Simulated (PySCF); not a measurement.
Compound: (HZn-mu-OH)2 (singlet state).
Structure used (PBE0-D3(BJ)/def2-SVP), in Å, numbered top down from 1:
```
atom  x, y, z in Å
Zn1   -0.5914    1.2727    0.4320
H2    -1.2007    2.6071    0.9134
O3     0.6301    0.5896   -0.9064
Zn4    0.6215   -1.2942   -0.4525
H5     1.2890   -2.6147   -0.8964
O6    -0.6430   -0.6190    0.8482
H7     1.1579    1.0590   -1.5538
H8    -1.1252   -1.0862    1.5317
```

The calculation used TDDFT B3LYP/def2-SVPD, vertical, gas phase, core orbitals frozen in the response (PySCF).

Transition dipole moments from the ground state, in atomic units and in the frame of the coordinates above (overall signs are arbitrary), for the states with f of 0.002 or more among the lowest 12:

| state | E (eV) | μx | μy | μz |
| --- | --- | --- | --- | --- |
| S1 | 6.423 | 0.555 | -1.151 | -0.394 |
| S5 | 6.864 | -0.595 | -0.120 | -0.505 |
| S6 | 7.102 | 0.109 | 0.030 | 0.082 |
| S7 | 7.166 | 0.469 | 0.084 | 0.417 |
| S9 | 7.362 | 0.497 | 0.464 | -0.644 |
| S10 | 7.466 | -0.459 | -0.067 | -0.414 |
| S12 | 7.561 | -0.405 | -0.261 | 0.171 |

Q: Work out the oscillator strengths.

A: f = (2/3) ΔE |μ|² with ΔE in hartree (27.2114 eV).

```csv
state,|μ|² (au),|μ| (D),f
S1,1.788,3.40,0.281
S5,0.623,2.01,0.105
S6,0.019,0.35,0.003
S7,0.402,1.61,0.070
S9,0.878,2.38,0.158
S10,0.386,1.58,0.071
S12,0.261,1.30,0.048
```

Q: What angle do the transition dipoles of S1 and S9 make?

A: |cos θ| = |μa·μb| / (|μa| |μb|) = 0.00, so θ ≈ 90° (taken between 0 and 90°, since the signs are arbitrary).

Q: What peak molar absorption coefficient would the strongest computed level give as a lone Gaussian band 0.3 eV wide at half height?

A: ε(max) = 2.175×10⁸ f / FWHM, with the width in cm⁻¹. S1: 2.175×10⁸ × 0.2814 / 2420 ≈ 25000 L mol⁻¹ cm⁻¹.

The run took 72 s (grids of density and orbitals included) on an Intel Xeon at 2.50 GHz with one thread, shared host with 64 logical CPUs at a one-minute load of 59, and the process peaked at 0.73 GiB of memory.
